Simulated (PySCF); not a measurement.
# Ge+: excitation energy

Ge+ [Ar] 3d10 4s2 4p1 (2P) → Ge+ [Ar] 3d10 4s2 4d1 (2D), as a difference of total energies. Calculation: PySCF 2.14, in aug-cc-pVDZ-DK; the spin-free X2C one-electron Hamiltonian (Gaussian nucleus). Correlated levels: valence: [Ar] 3d10 frozen. The calculations carry no spin-orbit coupling.

```json
{"method": "UHF", "excitation energy (eV)": "9.251", "error (eV)": "-0.638"}
{"method": "MP2 (valence)", "excitation energy (eV)": "9.186", "error (eV)": "-0.703"}
{"method": "SCS-MP2 (valence)", "excitation energy (eV)": "9.159", "error (eV)": "-0.730"}
{"method": "CCSD (valence)", "excitation energy (eV)": "8.045", "error (eV)": "-1.844"}
{"method": "CCSD(T) (valence)", "excitation energy (eV)": "7.633", "error (eV)": "-2.256"}
{"method": "CCSDT (valence)", "excitation energy (eV)": "7.727", "error (eV)": "-2.162"}
{"method": "FCI (valence)", "excitation energy (eV)": "7.727", "error (eV)": "-2.162"}
```

Reference: 9.889 eV (measured; NIST levels, between the centres of gravity of the two terms).

Errors of the correlated levels include the incompleteness of this basis and the frozen core.

The coupled-cluster amplitudes are large for the upper state (T1 above 0.03 or a double amplitude above 0.15), so a single reference is strained.
